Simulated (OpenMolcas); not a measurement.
# 3d ions of charge +2 along the row

```yaml
Program: OpenMolcas
Method: SS-CASPT2, IPEA 0.25 Eh, imaginary shift 0.1 Eh
Basis: ANO-RCC-VQZP
Scalar_Hamiltonian: DKH2, point nucleus
Spin-orbit_coupling: state interaction with AMFI integrals over the reference wave functions, term energies averaged over their components
```

Active space: the 3d shell; CASPT2 also correlates the outermost closed s and p core shells.

B and C come from two terms' centres of gravity (d2, d8: 3P = 15B, 1G = 12B + 2C; d3, d7: 4P = 15B, 2G = 4B + 3C; d4, d6: 3G = 9B + 4C, 3H = 4B + 4C; d5: 4D = 17B + 5C, 4G = 10B + 5C, above the ground term), where all their levels are at least 80 % pure. ζ = ±2S·A comes from the whole width of the ground multiplet by E(J) = (A/2) J(J+1), where its levels are at least 85 % pure. Energies in cm-1.

| Ion | Configuration | Lowest level | Weight (%) | B | B measured | C | C measured | ζ | ζ measured |
| --- | --- | --- | --- | --- | --- | --- | --- | --- | --- |
| Ti2+ | 3d2 | 3F2 | 100 | 723 | 695 | 2662 | 2910 | 129 | 120 |
| V2+ | 3d3 | 4F 3/2 | 100 | 796 | 755 | 2734 | 2910 | 181 | 167 |
| Cr2+ | 3d4 | 5D0 | 100 | 739 | 691 | 3456 | 3575 | 253 | 230 |
| Mn2+ | 3d5 | 6S 5/2 | 100 | 810 |  | 3838 |  |  |  |
| Fe2+ | 3d6 | 5D4 | 100 | 936 | 917 | 3958 | 4040 | 413 | 411 |
| Co2+ | 3d7 | 4F 9/2 | 100 | 994 | 971 | 3917 | 4209 | 527 | 533 |
| Ni2+ | 3d8 | 3F4 | 100 | 1080 | 1056 | 4451 | 4723 | 651 | 648 |

Measured columns use the levels in Corliss and Sugar, J. Phys. Chem. Ref. Data 8, 1 (1979) (Ti2+); Sugar and Corliss, J. Phys. Chem. Ref. Data 7, 1191 (1978) (V2+); Sugar and Corliss, J. Phys. Chem. Ref. Data 6, 317 (1977) (Cr2+); Corliss and Sugar, J. Phys. Chem. Ref. Data 11, 135 (1982) (Fe2+); Sugar and Corliss, J. Phys. Chem. Ref. Data 10, 1097 (1981) (Co2+); Corliss and Sugar, J. Phys. Chem. Ref. Data 10, 197 (1981) (Ni2+).

The computed B goes from 723 (Ti2+) to 1080 cm-1 (Ni2+), a factor of 1.49, though not at every step. It departs from the measured column by +2 to +7 %. The Trees term is left out, which lowers the B read from the levels of every ion, most for d4 to d6. The pair of terms that fixes B changes along the row, so steps between ions also reflect that choice.

The computed ζ goes from 129 (Ti2+) to 651 cm-1 (Ni2+), a factor of 5.05, rising at every step. It departs from the measured column by -1 to +10 %.

CASPT2 breaks the degeneracy within a term, and the mean is taken; among the low terms the widest spread is 1300 cm-1 (3d7 2H, Co2+). The CASPT2 spread within a term exceeds the gap to the next term for 3d3 2P and 3d3 2H, so the order of their levels is uncertain (figures for V2+; the like holds for Cr2+, Fe2+, Co2+). Some levels mix across a computed gap that differs much from the measured one, so their mixing is not that of the real levels (holds for Co2+; Ni2+). Computed and measured levels are paired by configuration, term and J; levels that our copy of the source lacks, or whose pairing is in doubt (as where it misses far off the trend of its configuration), stay unpaired and out of the deviations. Only configurations of the active space appear.
